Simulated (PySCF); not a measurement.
**Correlation energy of Al⁻ (aluminium, charge -1)**

Starting occupation: [Ne] 3s2 3p2, 3p1/2 with m_j = -1/2, +1/2. All numbers are calculated (PySCF 2.14, X2C-1e with screened-nucleus spin-orbit coupling, Gaussian nucleus, in x2c-TZVPall-2c with one added diffuse shell each of s, p type (6s7p2d1f, 44 functions)). Frozen: [Ne]; 4 electrons correlated; the 6 highest virtual spinors left out.

MP2 pair energies summed by pair of shells (mhartree):

```tsv
pair	energy	share (%)
3p-3s	-26.73	55.7
3s-3s	-16.99	35.4
3p-3p	-4.31	9.0
```

Total MP2 correlation energy: -48.03 mhartree.

The GHF reference relaxed away from the jj start to a determinant that is no pure jj level (⟨S²⟩ = 2.01, ⟨J²⟩ = 1.98); the energies belong to that determinant.
